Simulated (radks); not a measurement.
Question: These are the eigenvalues of the occupied orbitals of an atom or ion with whole-number occupations (eV). Method: Dirac Kohn-Sham, PBE, spin-unpolarised, spherical densities, point nucleus; computed with a radial shooting solver on a logarithmic mesh with Libxc functionals.

1s1/2: -15979.93
2s1/2: -2205.068
2p1/2: -2011.124
2p3/2: -1942.699
3s1/2: -381.1861
3p1/2: -310.7242
3p3/2: -300.2133
3d3/2: -176.5511
3d5/2: -174.7117
4s1/2: -84.0277
4p1/2: -65.4795
4p3/2: -64.0828

Which element is it, and in what charge state? The configuration may be excited. Open shells, if any, fill j = l - 1/2 first.

Answer: Z = 38, strontium, charge +4: Sr4+ in [Ar] 3d10 4s2 4p4. The list shows which subshells hold electrons but not how many an open one holds; the 1s level, -587.25 hartree, gives Z - s = 34.3 by -(Z - s)^2/2, which with screening and relativity narrows Z to a few neighbours, and the depths of the outer levels then fix element, charge and occupations together.
